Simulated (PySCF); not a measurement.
Be (beryllium, neutral) across methods

[He] 2s1 3s1, 3s spin antiparallel (an excited configuration). All numbers are calculated (PySCF 2.14, the non-relativistic Hamiltonian (point nucleus), in aug-cc-pCVDZ). The B2PLYP total includes its PT2 part (frozen core); its orbital energies are those of the SCF part.

```
   method  E (hartree)  mean ε 1s α (eV)  mean ε 2s α (eV)  mean ε 3s β (eV)  Σ⟨r²⟩ (bohr²)   ⟨S²⟩
     PBE0     -14.6354           -111.82            -6.492            -6.492          16.81  0.000
   B2PLYP     -14.6474           -118.49            -7.193            -7.193          17.01  0.000
CAM-B3LYP     -14.6486           -113.03            -7.679            -7.679          16.85  0.000
      LDA     -14.4451           -104.75            -5.601            -5.601          17.07  0.000
   r2SCAN     -14.6476           -108.50            -5.751            -5.751          17.00  0.000
      UHF    -14.57238           -128.80            -8.419            -8.419          17.37  0.000
  r2SCANh     -14.6483           -110.56            -6.072            -6.072          16.99  0.000
      PBE     -14.6282           -105.98            -5.608            -5.608          16.84  0.000
     MN15     -14.6580           -111.35            -6.707            -6.707          17.38  0.000
```

The outer electron is Rydberg-like, and this basis confines it to a smaller radius and binds it less than a complete one would. With the s spin flipped the determinant is a mixture of two multiplicities, not a spectroscopic state.
